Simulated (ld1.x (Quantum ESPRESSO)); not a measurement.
**arsenic: one change to a TM potential, before and after**

arsenic, norm-conserving Troullier–Martins (Kleinman–Bylander form), made with ld1.x (Quantum ESPRESSO) 7.5 (PBE, fully relativistic). Core [Ar] 3d10, reference 4s2 4p3. Waves: 4s (bound): rc 1.75 bohr; 4p (bound): rc 1.65 bohr. Local part: all-electron potential smoothed inside 1.50 bohr (lloc = -1). Core correction: a·sin(br)/r model core inside 0.90 bohr.

Open shells are filled in proportion to 2j + 1 (rel_dist='average').

Change: wave 4p (bound): rc 1.65 bohr becomes 4p (bound): rc 1.46 bohr.

Cutoffs: the cutoffs (Ry, on a coarse ladder) from which the occupation-weighted sum of valence levels, in a spherical-Bessel basis at the reference potential, stays within 10 and 1 mRy of its value at 400 Ry; they do not see the model core or the augmentation charge, which bear on the density cutoff. Errors are all-electron minus pseudo energies relative to the spin-unpolarised reference configuration.

Q: Predict the effect on cutoff, ghosts and configuration errors.

A: The potential gets harder (25 Ry and 45 Ry → 40 Ry and 80 Ry); of the 7 tests that both files solve, the error grows in 1 and shrinks in 1 by more than 15 % and 0.3 meV (median size 7.6 → 5.8 meV); neither file shows a bound ghost. A smaller radius makes the pseudo-wave follow the all-electron one further in, where it bends more sharply, so more plane waves are needed.

| quantity | base | changed |
| --- | --- | --- |
| cutoff, loose | 25 Ry | 40 Ry |
| cutoff, tight | 45 Ry | 80 Ry |
| loose cutoff by channel (10 mRy a level) | s 18 Ry, p 6 Ry | s 18 Ry, p 12 Ry |
| bound ghosts | none | none |
| error for 4s2 4p2, meV [ΔE 9.15 eV] | 0.0 | +0.4 |
| error for 4s2 4p1, meV [ΔE 27.07 eV] | -7.9 | -7.0 |
| error for 4s2 4p0, meV [ΔE 54.78 eV] | -55 | -57 |
| error for 4s1 4p4, meV [ΔE 9.41 eV] | -7.6 | -5.8 |
| error for 4s2 4p3.3, meV [ΔE -1.23 eV] | 0.0 | 0.0 |
| error for 4s2 4p2.5, meV [ΔE 3.56 eV] | +0.1 | +0.2 |
| error for 4s1 4p0, meV [ΔE 105.43 eV] | -277 | -290 |
| s: phases at 1.91 bohr within 0.05 rad from the reference energy up to (Ry; the scan ends near 5) | 1.2 | 1.2 |
| p1/2: phases at 1.91 bohr within 0.05 rad from the reference energy up to (Ry; the scan ends near 5) | 3.7 | 3.3 |
| p3/2: phases at 1.91 bohr within 0.05 rad from the reference energy up to (Ry; the scan ends near 5) | 3.5 | 3.0 |
